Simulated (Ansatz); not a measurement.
Stepwise reaction of `[OH][Al]([Br])[Br]` with hydrogen chloride, as a gas-phase model of exchange steps in deposition or etching. ΔE in kJ/mol; ΔG adds harmonic PBE0-D4 terms to CCSD(T)/CBS, at 1 bar.

Program: Ansatz. Geometries: PBE0-D4/def2-TZVP. ΔE: electronic, gas phase. CBS: MP2 limit from def2 TZ/QZ plus the TZ coupled-cluster correction, frozen cores. This one scheme is used for every species. DFT in def2-TZVPP. B3LYP here is the variant with VWN-RPA as its local correlation; programs differ in this. For Br outer-core shells are correlated without core-valence functions, which leaves a few kJ/mol of doubt a bond. Scalar relativity is left out up to krypton. One conformer a species, not always the lowest.

```tsv
step	reaction	PBE-D4	B3LYP-D4	ωB97M-V	CCSD(T)/CBS	ΔG(400 K)
1	`[OH][Al]([Br])[Br]` + HCl → `[OH][Al]([Cl])[Br]` + HBr	-0.5	-2.1	-1.4	1.0	-0.4
```

Question: Give the row of step 2, `[OH][Al]([Cl])[Br]` + HCl → `[OH][Al]([Cl])[Cl]` + HBr. (Estimate.)

Answer: The calculation gave: 
| step | reaction | PBE-D4 | B3LYP-D4 | ωB97M-V | CCSD(T)/CBS | ΔG(400 K) |
| --- | --- | --- | --- | --- | --- | --- |
| 2 | `[OH][Al]([Cl])[Br]` + HCl → `[OH][Al]([Cl])[Cl]` + HBr | -0.3 | -2.1 | -1.2 | 1.1 | -0.3 |

Question: By hand: ΔE of the 2 steps together at CCSD(T)/CBS.

Answer: (1.0) + (1.1) = 2.1 kJ/mol, or 1.1 kJ/mol a step.

In ΔE the steps differ by no more than 0.1 kJ/mol. ΔG lies between -0.4 and -0.3 kJ/mol a step. PBE-D4 differs from CCSD(T)/CBS by -1.5 to -1.4 kJ/mol a step. Isolated molecules leave out the surface, adducts and barriers. Largest T1 diagnostic: 0.010.
